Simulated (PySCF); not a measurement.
Electron correlation in Cd⁺ (cadmium, charge +1)

[Kr] 4d9 5s2, 2D determinant (an excited configuration). Computed with PySCF 2.14 in x2c-QZVPPall, with scalar relativity by spin-free X2C-1e. Frozen: [Kr]; 11 electrons correlated.

MP2 pair energies summed by pair of shells (mhartree):

| pair | energy | share (%) |
| --- | --- | --- |
| 4d-4d | -291.40 | 72.7 |
| 4d-5s | -85.55 | 21.4 |
| 5s-5s | -23.67 | 5.9 |

Total MP2 correlation energy: -400.62 mhartree.

Same-spin part -140.78 and opposite-spin part -259.83 mhartree; SCS-MP2 scales them by 1/3 and 6/5 to -358.73 mhartree.
